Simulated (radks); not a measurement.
Task: Ce+, 57 electrons, occupied as [Xe] 4f1 5d2. Method: Dirac Kohn-Sham, PBEsol, spin-unpolarised, spherical densities, point nucleus; open shells fill j = l - 1/2 first; computed with a radial shooting solver on a logarithmic mesh with Libxc functionals.

Spin-orbit splittings of the eigenvalues, e(l+1/2) - e(l-1/2), with zeta = 2 splitting/(2l+1) and mean radii in bohr:

shell  occ.  splitting (eV)  zeta (eV)  <r> j=l-1/2  <r> j=l+1/2
2p        6               ?          ?      0.08796      0.09417
3p        6           87.69      58.46       0.2682       0.2804
3d       10           18.84      7.534       0.2514       0.2552
4p        6           18.88      12.59       0.6562       0.6836
4d       10           3.307      1.323       0.7390       0.7487
4f        1          0.3295    0.09414        1.108        1.121
5p        6           2.718      1.812        1.714        1.798
5d        2          0.2076    0.08304        2.809        2.864

Estimate the 2p splitting.

Result: 446.3 eV (zeta = 297.5 eV).
